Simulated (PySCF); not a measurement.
# Reading the logs of faulty runs: BH4NSi2

Calculated results; nothing here was measured. They come from PySCF 2.14.0, an open-source quantum chemistry program, on an isolated molecule that a program drew, which may never have been made. The molecule is BH4NSi2 (charge 0, singlet), drawn as the SMILES string `B[SiH]=N[SiH]`.

Each row is a Hartree-Fock (HF) and frozen-core CCSD(T) single point in the cc-pV(D+d)Z basis, meant for a local HF minimum. Run 1 is clean. Each other run has one planted mistake out of seven kinds, and not every kind appears here: one electron removed, one electron added, multiplicity raised by two, geometry at a saddle point, minimal basis STO-3G, one bond length entered in bohr, all coordinates scaled. The reference is restricted for singlets and unrestricted otherwise, and also for a bond in bohr. Adding or removing an electron swaps singlet and doublet. Electrons count all cores. HOMO and LUMO are orbital energies over both spins, the gradient is its largest component, and the lowest frequency (negative if imaginary) is given only where the gradient is small. Bond lengths are over the 7 bonds as drawn. T1 is the CCSD diagnostic: over 0.02 (restricted) or 0.045 (unrestricted) a single reference is doubtful.

Geometry of the clean run:
```xyz
8
BH4NSi2, angstrom
B     0.7421   -2.4953    1.4275
Si    1.7099   -0.7630    1.0116
N     0.9563    0.5772    0.6869
Si    0.1670    2.0516    0.5242
H     0.8013   -3.4201    0.6688
H     0.0894   -2.6100    2.4232
H     3.1875   -0.8428    0.9990
H    -0.1078    2.0074   -0.9813
```

```
run,electrons,basis functions,<S^2>,HOMO (eV),LUMO (eV),gradient (hartree/bohr),lowest frequency (cm^-1),mean bond (Å),longest bond (Å),T1,HF (hartree),CCSD(T) (hartree),mistake
1,44,94,0.000,-7.62,0.44,2.4e-06,58,1.5263,2.028,0.0248,-659.25420,-659.74060,no fault
2,45,94,0.782,-1.59,5.88,6.2e-02,-,1.5263,2.028,0.0264,-659.27298,-659.77776,one electron added
3,43,94,0.773,-15.34,-5.61,8.5e-02,-,1.5263,2.028,0.0256,-659.01322,-659.46491,?
4,44,94,0.000,-7.57,0.44,1.3e-02,-,1.5064,2.001,0.0245,-659.25273,-659.73654,?
```

**Which mistake was planted in run 3, and what did it cost?**

It counts 43 electrons, one fewer than the clean run, at the same geometry and basis. So the mistake is: one electron removed. Subtracting run 1 and multiplying by 627.51 kcal/mol a hartree, the energy moved by 151.2 kcal/mol in HF and 173.0 kcal/mol in CCSD(T).

**Which mistake was planted in run 4, and what did it cost?**

The mean and the longest bond both change by the same factor, 0.987, and the gradient is no longer small. So the mistake is: all coordinates scaled. Subtracting run 1 and multiplying by 627.51 kcal/mol a hartree, the energy moved by 0.9 kcal/mol in HF and 2.5 kcal/mol in CCSD(T).

Cautions from the logs. Run 1: T1 is over the limit, so its CCSD(T) energy is less reliable; run 4: T1 is over the limit, so its CCSD(T) energy is less reliable.
